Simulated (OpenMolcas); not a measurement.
Lines of Ag7+: computed and rescaled rates

* Program: OpenMolcas
* Method: MS-RASPT2, IPEA 0.25 Eh, imaginary shift 0.1 Eh (closed shells correlated: 4s)
* Basis: ANO-RCC-VTZP [7s6p4d2f1g]
* Scalar Hamiltonian: DKH2, point nucleus
* Active space: 10 electrons in 8 orbitals (RAS1 4p, at most 2 holes; RAS2 4d)
* State averaging: 2S+1 = 5 even, 5 roots; 2S+1 = 3 even, 45 roots; 2S+1 = 1 even, 49 roots
* Spin-orbit coupling: state interaction with AMFI integrals over the reference wave functions, term energies averaged over their components

Rates come from the transition moments of the reference wave functions (E1 and E2 in the length form). At fixed line strength A goes as λ^-3 for E1 and M1 and as λ^-5 for E2, so a rate at the computed wavelength can be rescaled to the measured one. Measured vacuum wavelengths follow from level energies in Atoms 5, 11 (2017), spectra Ag VII to Ag IX. Branching counts decays inside the model space alone, at computed energies, and the table is only a selection of the M1 lines, drawn from those between levels with measured partners whose computed energy lies within a factor of 1.5 of the measured one.

| Upper | Lower | Type | λ computed (nm) | λ measured (nm) | A computed (s-1) | A rescaled (s-1) | Branching % |
| --- | --- | --- | --- | --- | --- | --- | --- |
| 4d4 3P0(1) | 4d4 5D1 | M1 | 479.2 | 500.8 | 3.85e+01 |  | 100.0 |
| 4d4 3P1(1) | 4d4 5D2 | M1 | 414 | 428.9 | 2.73e+01 |  | 89.2 |
| 4d4 3P1(2) | 4d4 5D2 | M1 | 159.3 | 166.2 | 1.65e+01 |  | 43.1 |
| 4d4 3D2 [68 %] | 4d4 5D3 | M1 | 288 | 302 | 1.21e+01 |  | 55.1 |
| 4d4 1G4(2) | 4d4 3H5 | M1 | 222.2 | 230.8 | 1.08e+01 |  | 27.1 |
| 4d4 3P2(1) | 4d4 5D3 | M1 | 357.8 | 372.6 | 1.04e+01 |  | 77.2 |
| 4d4 3D3 | 4d4 5D4 | M1 | 318.9 | 339.7 | 8.69e+00 |  | 54.5 |
| 4d4 3F2(1) | 4d4 5D2 | M1 | 385 | 402.6 | 6.43e+00 |  | 55.2 |
| 4d4 1F3 | 4d4 3D3 | M1 | 647.8 | 661.2 | 6.19e+00 |  | 32.8 |
| 4d4 3D1 | 4d4 5D0 | M1 | 244.6 | 255.2 | 6.12e+00 |  | 25.8 |
| 4d4 3F2(1) | 4d4 5D1 | M1 | 359.5 | 374.4 | 4.50e+00 |  | 38.6 |
| 4d4 1I6 | 4d4 3H5 | M1 | 730.3 | 741.1 | 4.04e+00 |  | 50.9 |
| 4d4 1I6 | 4d4 3H6 | M1 | 847.9 | 865.1 | 3.87e+00 |  | 48.8 |
| 4d4 3D3 | 4d4 5D2 | M1 | 280.9 | 297 | 3.72e+00 |  | 23.3 |
| 4d4 3G4 [60 %] | 4d4 5D4 | M1 | 374.4 | 396 | 3.49e+00 |  | 55.9 |
| 4d4 3H4 [70 %] | 4d4 5D4 | M1 | 587.7 | 630.6 | 2.49e+00 |  | 81.4 |
| 4d4 3G5 | 4d4 3H5 | M1 | 1105 | 1133 | 2.04e+00 |  | 38.7 |
| 4d4 3G4 [60 %] | 4d4 5D3 | M1 | 346.3 | 364.9 | 1.57e+00 |  | 25.2 |
| 4d4 3G5 | 4d4 3H6 | M1 | 1398 | 1451 | 1.27e+00 |  | 24.2 |
| 4d4 3H5 | 4d4 3H4 [70 %] | M1 | 3489 | 3392 | 5.07e-01 | 5.52e-01 | 84.7 |
| 4d4 5D3 | 4d4 5D2 | M1 | 4838 | 4808 | 4.00e-01 | 4.08e-01 | 100.0 |
| 4d4 5D2 | 4d4 5D1 | M1 | 5438 | 5342 | 3.41e-01 | 3.60e-01 | 100.0 |
| 4d4 5D4 | 4d4 5D3 | M1 | 4609 | 4649 | 2.70e-01 | 2.63e-01 | 100.0 |
| 4d4 3H6 | 4d4 3H5 | M1 | 5263 | 5168 | 1.22e-01 | 1.29e-01 | 99.6 |
| 4d4 5D1 | 4d4 5D0 | M1 | 7859 | 7463 | 1.06e-01 | 1.24e-01 | 100.0 |

Spin-changing lines and M1 lines between different terms are not rescaled, since their strength hangs on the term gaps too.

The largest correction is for 4d4 5D1 → 4d4 5D0 (M1): 1.06e-01 × (7859 / 7463)^3 = 1.24e-01 s-1, a factor of 1.17.

The computed rate and branching of 4d4 5D1 → 4d4 5D0 give the upper level a radiative lifetime of 1.000 / 1.06e-01 s-1 = 9.43e+00 s, counting decays inside the model space alone. The rescaled rate gives about 8.1e+00 s.

These are rates of the free ion; in crystals, glasses and complexes forced electric-dipole and non-radiative decay shorten such lifetimes by orders of magnitude. No measured rate stands beside these. Rescaling mends the energy factor alone: line strengths can still be far off where a level mixes with configurations outside the active space, and weak or spin-changing lines hang on small mixing coefficients that depend on the term gaps too, so rescaling need not improve them.

Term energies are means over components that CASPT2 splits; among the terms shown or strongly mixed into the levels shown the widest spread is 1200 cm-1 (4d4 1I). Active for correlation alone: 4p; no level in the range computed is led by a configuration that opens it, so any true level of that kind is missing. The CASPT2 spread within a term exceeds the gap to the next term for 4d4 3D and 4d4 1I, 4d4 1I and 4d4 1G(1), so the order of their levels is uncertain. Measured partners are found by configuration, term and J. A level has none where our copy of the source lacks it or the pairing is in doubt (some pairs that miss far off the trend of their configuration count as doubtful). Levels of configurations outside the active space are missing.

A share in square brackets marks a mixed level and gives the weight of the term that names it. A number in round brackets counts repeated terms of one configuration in the order of the reference energies.
